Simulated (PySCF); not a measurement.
A search over the determinants of SbS

Unrestricted PBE0; Sb def2-SVP with ECP28, S def2-SVP; scalar-relativistic core potentials (PySCF 2.14). Outer shells of the fragments: Sb 4d10 5s2 5p3; S 3s2 3p4.

Followed along the bond (rough minima from three points):

```json
{"2Ms+1": "2", "unpaired": "π ↑", "⟨S²⟩ at the start": "0.80", "R at minimum (Å)": "2.23", "Te (eV)": "0.00"}
{"2Ms+1": "4", "unpaired": "π ↑↑↑", "⟨S²⟩ at the start": "3.76", "R at minimum (Å)": "none in the scan", "Te (eV)": "≤ 1.36"}
{"2Ms+1": "6", "unpaired": "σ ↑, π ↑↑↑↑", "⟨S²⟩ at the start": "8.75", "R at minimum (Å)": "none in the scan", "Te (eV)": "≤ 5.06"}
```

Solutions found at the starting distance of 2.350 Å, counted from the lowest of them; the search is not exhaustive and high or unbound solutions are not listed, so other states can lie among these:

```
2Ms+1   unpaired   term  E (eV)  ⟨S²⟩  ⟨Lz²⟩  μ (D)
    2        π ↑     ²Π    0.00  0.80   1.00  -2.74
    4      π ↑↑↑     ⁴Π    1.31  3.76   1.00  -0.96
    2      π ↑↑↓  mixed    1.67  1.76   3.02  -0.96
    4  σ ↑, π ↑↑    ⁴Σ⁻    2.40  3.76   0.00  -2.28
    2  σ ↓, π ↑↑  mixed    2.86  1.76   0.00  -2.29
    2        π ↑  mixed    2.86  0.75   3.01  -1.02
    2  σ ↑, π ↑↓  mixed    2.90  1.76   2.01  -2.12
    4  σ ↑, π ↑↑  mixed    4.44  3.76   2.01  -0.22
    4  σ ↑, π ↑↑  mixed    4.88  3.75   2.01  -0.61
    2  σ ↓, π ↑↑  mixed    4.91  1.76   2.01  -0.14
```

A term symbol is given only where ⟨S²⟩ and ⟨Lz²⟩ are close to those of a pure state; real π, δ and φ orbitals otherwise mix terms. A positive dipole means Sb(−)S(+).

Spin–orbit coupling is left out. Counting both spins, an empty level lies below a filled one in some of these solutions, because spin and occupation are held.
